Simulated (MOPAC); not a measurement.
A run for MOPAC: PM7 on CH3N (SMILES C[N]), 2S+1 = 3, a spin state set in the input, which need not be the lowest.

```
PM7 1SCF PRECISE CHARGE=0 UHF MS=1 THREADS=1
CH3N

C     -0.53714966 1     0.06109661 1     0.04070015 1
N      0.85730752 1    -0.09751209 1    -0.06495870 1
H     -0.87228550 1    -0.09280519 1     1.07763604 1
H     -0.84177745 1     1.07235800 1    -0.26879967 1
H     -1.06419173 1    -0.66354786 1    -0.59832635 1
```

The log:

```
*******************************************************************************
 **                                                                           **
 **                              MOPAC v23.2.5                                **
 **                                                                           **
 *******************************************************************************
 ** MOPAC's Digital Object Identifier: https://doi.org/10.5281/zenodo.6511958 **
 **                                                                           **
 ** Please cite the open-source release paper for use of this MOPAC version:  **
 ** J. E. Moussa and J. J. P. Stewart (2026)                                  **
 ** MOPAC: An open-source semiempirical molecular orbital program             **
 ** J. Open Source Softw., 11(119), 8025, https://doi.org/10.21105/joss.08025 **
 *******************************************************************************

                              PM7 CALCULATION RESULTS

 *******************************************************************************
 *  PM7        - The PM7 Hamiltonian to be used
 *  UHF        - UNRESTRICTED HARTREE-FOCK CALCULATION
 *
 *
 *
 *                 CHARGE ON SYSTEM = 0
 *
 *
 *
 *  MS=        - IN MECI, MAGNETIC COMPONENT OF SPIN =  1.0
 *  PRECISE    - TIGHTER CRITERIA TO BE USED
 *  1SCF       - DO 1 SCF AND THEN STOP
 *  THREADS=1  - MULTI-THREADING NOT USED
 *  T=         - A TIME OF 172800.0 SECONDS REQUESTED
 *  DUMP=N     - RESTART FILE WRITTEN EVERY 7200.0 SECONDS REQUESTED
 *******************************************************************************
PM7 1SCF PRECISE CHARGE=0 UHF MS=1 THREADS=1
 CH3N

   ATOM   CHEMICAL          X               Y               Z
  NUMBER   SYMBOL      (ANGSTROMS)     (ANGSTROMS)     (ANGSTROMS)

     1       C         -0.53714966  *   0.06109661  *   0.04070015  *
     2       N          0.85730752  *  -0.09751209  *  -0.06495870  *
     3       H         -0.87228550  *  -0.09280519  *   1.07763604  *
     4       H         -0.84177745  *   1.07235800  *  -0.26879967  *
     5       H         -1.06419173  *  -0.66354786  *  -0.59832635  *



          CARTESIAN COORDINATES

    NO.       ATOM           X           Y           Z

     1         C         -0.5371      0.0611      0.0407
     2         N          0.8573     -0.0975     -0.0650
     3         H         -0.8723     -0.0928      1.0776
     4         H         -0.8418      1.0724     -0.2688
     5         H         -1.0642     -0.6635     -0.5983

 General Reference for PM7:
 "Optimization of Parameters for Semiempirical Methods VI: More Modifications to the
 NDDO Approximations and Re-optimization of Parameters", J. J. P. Stewart, J. Mol. Mod., 1:32, 19 (2013)
 https://link.springer.com/article/10.1007/s00894-012-1667-x

           Empirical Formula: C H3 N  =     5 atoms



      MOLECULAR POINT GROUP   :   C3v


          UHF CALCULATION, NO. OF ALPHA ELECTRONS =    7
                           NO. OF BETA  ELECTRONS =    5

 -------------------------------------------------------------------------------
 PM7 1SCF PRECISE CHARGE=0 UHF MS=1 THREADS=1
 CH3N



     1SCF WAS SPECIFIED, SO BFGS WAS NOT USED
     SCF FIELD WAS ACHIEVED


                              PM7 CALCULATION
                                                       MOPAC v23.2.5 Linux




          FINAL HEAT OF FORMATION =         61.13456 KCAL/MOL =     255.78700 KJ/MOL


          COSMO AREA              =         66.62 SQUARE ANGSTROMS
          COSMO VOLUME            =         48.18 CUBIC ANGSTROMS

          IONIZATION POTENTIAL    =         11.487526 EV
          ALPHA SOMO LUMO (EV)    =        -11.488  3.331
          BETA  SOMO LUMO (EV)    =        -12.495  0.457
          NO. OF ALPHA ELECTRONS  =          7
          NO. OF BETA  ELECTRONS  =          5
          MOLECULAR WEIGHT        =         29.0414         POINT GROUP:  C3v

          MOLECULAR DIMENSIONS (Angstroms)

            Atom       Atom       Distance
            H     5    N     2     2.07293
            H     3    H     4     1.78085
            H     5    H     4     1.33918


          SCF CALCULATIONS        =          1





   ATOM   CHEMICAL          X               Y               Z
  NUMBER   SYMBOL      (ANGSTROMS)     (ANGSTROMS)     (ANGSTROMS)

     1       C         -0.53714966  *   0.06109661  *   0.04070015  *
     2       N          0.85730752  *  -0.09751209  *  -0.06495870  *
     3       H         -0.87228550  *  -0.09280519  *   1.07763604  *
     4       H         -0.84177745  *   1.07235800  *  -0.26879967  *
     5       H         -1.06419173  *  -0.66354786  *  -0.59832635  *

                             CARTESIAN COORDINATES

   1    C       -0.537149660     0.061096610     0.040700150
   2    N        0.857307520    -0.097512090    -0.064958700
   3    H       -0.872285500    -0.092805190     1.077636040
   4    H       -0.841777450     1.072358000    -0.268799670
   5    H       -1.064191730    -0.663547860    -0.598326350


           Empirical Formula: C H3 N  =     5 atoms



      MOLECULAR POINT GROUP   :   C3v


          ALPHA EIGENVALUES
 -33.12312 -23.36624 -16.10398 -16.10398 -14.20019 -11.48753 -11.48753   3.33103
   4.63890   4.63890   5.60932


           BETA EIGENVALUES
 -29.90680 -21.57799 -15.10756 -15.10756 -12.49517   0.45692   0.45692   4.43040
   4.86996   4.86996   5.76910


              NET ATOMIC CHARGES AND DIPOLE CONTRIBUTIONS

  ATOM NO.   TYPE          CHARGE      No. of ELECS.   s-Pop       p-Pop
    1          C          -0.369474        4.3695     1.05716     3.31231
    2          N          -0.179286        5.1793     1.90534     3.27394
    3          H           0.182920        0.8171     0.81708
    4          H           0.182920        0.8171     0.81708
    5          H           0.182920        0.8171     0.81708
 DIPOLE           X         Y         Z       TOTAL
 POINT-CHG.    -2.226     0.253     0.169     2.247
 HYBRID        -0.587     0.067     0.044     0.593
 SUM           -2.813     0.320     0.213     2.839


          ATOMIC ORBITAL ELECTRON POPULATIONS

     Atom    s        px        py        pz
    1  C   1.05716   0.97710   1.16691   1.16829
    2  N   1.90534   1.16845   1.05317   1.05233
    3  H   0.81708
    4  H   0.81708
    5  H   0.81708


                    (SZ)    =    1.000000
                    (S**2)  =    2.010516


          ATOMIC ORBITAL SPIN POPULATIONS

    Atom   Total    s     px     py     pz
         Atomic
    1  C -0.1247 -0.018 -0.080 -0.013 -0.013
    2  N  1.9586  0.015  0.087  0.925  0.931
    3  H  0.0554  0.055
    4  H  0.0554  0.055
    5  H  0.0554  0.055

 **********************
 *                    *
 * JOB ENDED NORMALLY *
 *                    *
 **********************




 == MOPAC DONE ==
```

The run finished.

Cost: about 0.03 core-seconds (a rough figure).
